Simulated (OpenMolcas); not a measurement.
# Bi²⁺: effect of the active space

```yaml
Program: OpenMolcas
Method: CASSCF or its RAS form
Basis: ANO-RCC-VTZP
Scalar_Hamiltonian: DKH2, point nucleus
Spin-orbit_coupling: state interaction with AMFI integrals over the reference wave functions, term energies averaged over their components
```

A. 3 electrons in 4 orbitals (6s 6p); 2S+1 = 4 odd, 1 root; 2S+1 = 2 odd, 11 roots; 2S+1 = 4 even, 3 roots; 2S+1 = 2 even, 9 roots; cost of the order of 29 core-seconds
B. 3 electrons in 8 orbitals (6s 6p 7s 7p); 2S+1 = 4 odd, 1 root; 2S+1 = 2 odd, 8 roots; 2S+1 = 4 even, 3 roots; 2S+1 = 2 even, 6 roots; cost of the order of 30 core-seconds
C. 3 electrons in 9 orbitals (RAS2 6s 6p; RAS3 6d, at most 2 electrons); 2S+1 = 4 odd, 1 root; 2S+1 = 2 odd, 11 roots; 2S+1 = 4 even, 3 roots; 2S+1 = 2 even, 9 roots; cost roughly 30 core-seconds

Energies in cm-1 above 6s2 6p 2P* 1/2, the measured ground level; measured values from Moore, Atomic Energy Levels, vol. III, NSRDS-NBS 35 (1971 reprint of NBS Circular 467, 1958).

| Level | A | B | C | Measured |
| --- | --- | --- | --- | --- |
| 6s2 6p 2P* 1/2 | 0.0 | 0.0 | 0.0 | 0.0 |
| 6s2 6p 2P* 3/2 | 18056 | 16732 | 18263 | 20788 |
| 6s 6p2 4P 1/2 | 63653 | 67959 | 65127 |  |
| 6s 6p2 4P 3/2 | 73372 | 73960 | 74941 | 83038 |

Deviations, from unrounded energies. A percentage is the sum of absolute deviations over the sum of measured energies, with the sign that they share, or ± where signs differ.

```
                  Against measurement  Levels      A      B      C
       mean absolute deviation (cm-1)       2   6200   6600   5300
fine structure of the ground term (%)       1  -13.1  -19.5  -12.1
             other configurations (%)       1  -11.6  -10.9   -9.8
```

C lies closest to measurement on these levels and B furthest from it. The largest miss of C in the table is 6s 6p2 4P 3/2, by -8100 cm-1. The ranking rests on the paired levels alone, and a cruder setting can come out closer through cancelling errors.

Among A to C the level of the table that moves most is 6s 6p2 4P 1/2, by 4300 cm-1 (lowest in A, highest in B).

Spin-orbit splittings of 6p shells tend to come out small when the coupling is added on scalar orbitals. Terms of s pⁿ other than that of highest spin mix with s² pⁿ⁻² d, which this space lacks; all of them can be thousands of cm-1 off, and some have no real level of that name (holds for A; B). The run also gave levels led by 6s2 7s, which use shells meant for correlation; these and all levels above them are left out (holds for B). The run also gave levels led by 6s 6p 6d, which use shells meant for correlation; these and all levels above them are left out (holds for C). Some terms mix strongly with configurations of 6d, whose occupation reaches 0.31 (6s 6p2 2D) (holds for C). Measured partners are found by configuration, term and J. A level has none where our copy of the source lacks it or the pairing is in doubt (some pairs that miss far off the trend of their configuration count as doubtful), and it then counts in no deviation. Levels of configurations outside the active space are missing. Levels that lie high or do not pair safely by name in every column are left out.

* marks odd parity.
